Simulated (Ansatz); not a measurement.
Ansatz (a first-principles code) input (B3LYP-D3(BJ)/def2-TZVP):

Ansatz 0.2 input:
```yaml
crystal:
  periodic: [false, false, false]
  atoms:
    - {symbol: Zr, position_ang: [-0.00000000, -0.00000000, -0.04556062]}
    - {symbol: H, position_ang: [0.00000000, 0.00000000, 1.82242497]}
basis:
  gaussian:
    orbitals: def2-TZVP
hamiltonian:
  xc: b3lyp
  dispersion: d3bj
magnetization: {spin_polarized: true, initial_magnetization: 3}
phonons: {temperatures: {t_min: 298.15, t_max: 298.15, t_step: 100}}
```

Output:

```
Functional definition: B3LYP
integrals: 0.01 GiB planned
399 factors; their error is unknown
mean field: 0.13 GiB planned
mean field evaluation 1: about -1291.0196 eV, gradient 1.5e1 eV
mean field evaluation 2: about -1290.2194 eV, gradient 1.8e1 eV
mean field evaluation 4: about -1292.6048 eV, gradient 1.0e0 eV
mean field evaluation 8: about -1292.6168 eV, gradient 2.1e-2 eV
mean field evaluation 16: about -1292.6335 eV, gradient 7.7e-5 eV
mean field evaluation 32: about -1291.0196 eV, gradient 1.5e1 eV
mean field evaluation 64: about -1293.0089 eV, gradient 1.2e-4 eV
mean field -1293.12376919 eV, -47.5214220068 hartree, gradient 4.5e-6 eV, S^2 3.753285; 12 other end points of the search recorded, 0 dependent functions left out
the calculation of the forces begins
reference -1293.12395122 eV, -47.5214286964 hartree; 8, 5 occupied and 38, 41 virtual orbitals, 399 factors
these checks for a lower state are left out or cut short: stability, starts, cluster_reference, orbital_swaps, neighbouring_geometries, increment
integrals: 0.01 GiB planned
399 factors; their error is unknown
mean field: 0.13 GiB planned
mean field evaluation 96: about -1293.1238 eV, gradient 3.5e-5 eV
mean field -1293.12376916 eV, -47.5214220058 hartree, gradient 2.8e-6 eV, S^2 3.753285; 0 other end points of the search recorded, 0 dependent functions left out
the calculation of the forces begins
reference -1293.12395119 eV, -47.5214286954 hartree; 8, 5 occupied and 38, 41 virtual orbitals, 399 factors
these checks for a lower state are left out or cut short: stability, starts, cluster_reference, orbital_swaps, neighbouring_geometries, increment
integrals: 0.01 GiB planned
399 factors; their error is unknown
mean field: 0.13 GiB planned
mean field -1293.12376916 eV, -47.5214220058 hartree, gradient 1.7e-6 eV, S^2 3.753285; 0 other end points of the search recorded, 0 dependent functions left out
the calculation of the forces begins
reference -1293.12395119 eV, -47.5214286954 hartree; 8, 5 occupied and 38, 41 virtual orbitals, 399 factors
these checks for a lower state are left out or cut short: stability, starts, cluster_reference, orbital_swaps, neighbouring_geometries, increment
integrals: 0.01 GiB planned
399 factors; their error is unknown
mean field: 0.13 GiB planned
mean field -1293.12376916 eV, -47.5214220058 hartree, gradient 2.5e-6 eV, S^2 3.753285; 0 other end points of the search recorded, 0 dependent functions left out
the calculation of the forces begins
reference -1293.12395119 eV, -47.5214286954 hartree; 8, 5 occupied and 38, 41 virtual orbitals, 399 factors
these checks for a lower state are left out or cut short: stability, starts, cluster_reference, orbital_swaps, neighbouring_geometries, increment
integrals: 0.01 GiB planned
399 factors; their error is unknown
mean field: 0.13 GiB planned
mean field -1293.12376916 eV, -47.5214220058 hartree, gradient 2.5e-6 eV, S^2 3.753285; 0 other end points of the search recorded, 0 dependent functions left out
the calculation of the forces begins
reference -1293.12395119 eV, -47.5214286954 hartree; 8, 5 occupied and 38, 41 virtual orbitals, 399 factors
these checks for a lower state are left out or cut short: stability, starts, cluster_reference, orbital_swaps, neighbouring_geometries, increment
integrals: 0.01 GiB planned
399 factors; their error is unknown
mean field: 0.13 GiB planned
mean field -1293.12378021 eV, -47.5214224118 hartree, gradient 2.7e-6 eV, S^2 3.753281; 0 other end points of the search recorded, 0 dependent functions left out
the calculation of the forces begins
reference -1293.12396221 eV, -47.5214291004 hartree; 8, 5 occupied and 38, 41 virtual orbitals, 399 factors
these checks for a lower state are left out or cut short: stability, starts, cluster_reference, orbital_swaps, neighbouring_geometries, increment
integrals: 0.01 GiB planned
399 factors; their error is unknown
mean field: 0.13 GiB planned
mean field evaluation 128: about -1293.1237 eV, gradient 1.8e-6 eV
mean field -1293.12370065 eV, -47.5214194882 hartree, gradient 1.8e-6 eV, S^2 3.753290; 0 other end points of the search recorded, 0 dependent functions left out
the calculation of the forces begins
reference -1293.12388271 eV, -47.5214261788 hartree; 8, 5 occupied and 38, 41 virtual orbitals, 399 factors
these checks for a lower state are left out or cut short: stability, starts, cluster_reference, orbital_swaps, neighbouring_geometries, increment
integrals: 0.01 GiB planned
399 factors; their error is unknown
mean field: 0.13 GiB planned
mean field -1293.12376916 eV, -47.5214220058 hartree, gradient 1.7e-6 eV, S^2 3.753285; 0 other end points of the search recorded, 0 dependent functions left out
the calculation of the forces begins
reference -1293.12395119 eV, -47.5214286954 hartree; 8, 5 occupied and 38, 41 virtual orbitals, 399 factors
these checks for a lower state are left out or cut short: stability, starts, cluster_reference, orbital_swaps, neighbouring_geometries, increment
integrals: 0.01 GiB planned
399 factors; their error is unknown
mean field: 0.13 GiB planned
mean field -1293.12376916 eV, -47.5214220058 hartree, gradient 2.8e-6 eV, S^2 3.753285; 0 other end points of the search recorded, 0 dependent functions left out
the calculation of the forces begins
reference -1293.12395119 eV, -47.5214286954 hartree; 8, 5 occupied and 38, 41 virtual orbitals, 399 factors
these checks for a lower state are left out or cut short: stability, starts, cluster_reference, orbital_swaps, neighbouring_geometries, increment
integrals: 0.01 GiB planned
399 factors; their error is unknown
mean field: 0.13 GiB planned
mean field -1293.12376916 eV, -47.5214220058 hartree, gradient 2.5e-6 eV, S^2 3.753285; 0 other end points of the search recorded, 0 dependent functions left out
the calculation of the forces begins
reference -1293.12395119 eV, -47.5214286954 hartree; 8, 5 occupied and 38, 41 virtual orbitals, 399 factors
these checks for a lower state are left out or cut short: stability, starts, cluster_reference, orbital_swaps, neighbouring_geometries, increment
integrals: 0.01 GiB planned
399 factors; their error is unknown
mean field: 0.13 GiB planned
mean field -1293.12376916 eV, -47.5214220058 hartree, gradient 2.5e-6 eV, S^2 3.753285; 0 other end points of the search recorded, 0 dependent functions left out
the calculation of the forces begins
reference -1293.12395119 eV, -47.5214286954 hartree; 8, 5 occupied and 38, 41 virtual orbitals, 399 factors
these checks for a lower state are left out or cut short: stability, starts, cluster_reference, orbital_swaps, neighbouring_geometries, increment
integrals: 0.01 GiB planned
399 factors; their error is unknown
mean field: 0.13 GiB planned
mean field -1293.12370065 eV, -47.5214194882 hartree, gradient 1.8e-6 eV, S^2 3.753290; 0 other end points of the search recorded, 0 dependent functions left out
the calculation of the forces begins
reference -1293.12388271 eV, -47.5214261788 hartree; 8, 5 occupied and 38, 41 virtual orbitals, 399 factors
these checks for a lower state are left out or cut short: stability, starts, cluster_reference, orbital_swaps, neighbouring_geometries, increment
integrals: 0.01 GiB planned
399 factors; their error is unknown
mean field: 0.13 GiB planned
mean field evaluation 160: about -1293.1096 eV, gradient 1.2e-1 eV
mean field -1293.12378021 eV, -47.5214224118 hartree, gradient 2.7e-6 eV, S^2 3.753281; 0 other end points of the search recorded, 0 dependent functions left out
the calculation of the forces begins
reference -1293.12396221 eV, -47.5214291004 hartree; 8, 5 occupied and 38, 41 virtual orbitals, 399 factors
Total energy: -1293.15483447 eV, -47.5225636348 hartree
Atom 0 at    -0.000000    -0.000000    -0.045561 Å, force     0.000000     0.000000    -0.000419 eV/Å
Atom 1 at     0.000000     0.000000     1.822425 Å, force    -0.000000    -0.000000     0.000419 eV/Å
Dipole moment:    -0.000001    -0.000001    -0.553084 e Å
Vibrations: 1584.53 cm⁻¹, zero-point energy 0.098228 eV
```

The spin state was set by rule; other spins were not relaxed.
